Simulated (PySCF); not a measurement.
Polarisability and C₆ of In (indium, neutral)

[Kr] 4d10 5s2 5p1, 2P determinant. Calculation: PySCF 2.14, in aug-cc-pVQZ-DK3 (9s8p6d3f2g, 102 functions); the spin-free X2C one-electron Hamiltonian (Gaussian nucleus). Coupled (time-dependent) response in atomic units; α is the mean over directions.

| method | mean α (bohr³) | α xx, yy, zz | C₆ (like pair) | S(−4) |
| --- | --- | --- | --- | --- |
| revPBE | 81.40 | 61.25, 121.7, 61.25 | 839.5 | 4807 |

S(−4) is the Cauchy moment in α(ω) = α(0) + S(−4) ω² + …

Reference α: 65 ± 4 bohr³ (recommended; Schwerdtfeger and Nagle, table of static dipole polarizabilities (2023 update)). Published C₆: 779.0 (Chu and Dalgarno (2004); Tang, Norbeck and Certain (1976)).

Spin-orbit coupling is absent.

α(iu) at revPBE:

| u (hartree) | α(iu) (bohr³) |
| --- | --- |
| 0 | 81.40 |
| 0.0500 | 71.65 |
| 0.100 | 55.58 |
| 0.200 | 33.79 |
| 0.300 | 22.45 |
| 0.500 | 12.23 |
| 0.750 | 7.321 |
| 1.00 | 5.076 |
| 1.50 | 3.006 |
| 2.00 | 2.033 |
| 3.00 | 1.114 |
| 5.00 | 0.4742 |

The components differ because the open shell of this determinant is not spherical; for a pure term their mean is the scalar polarisability.
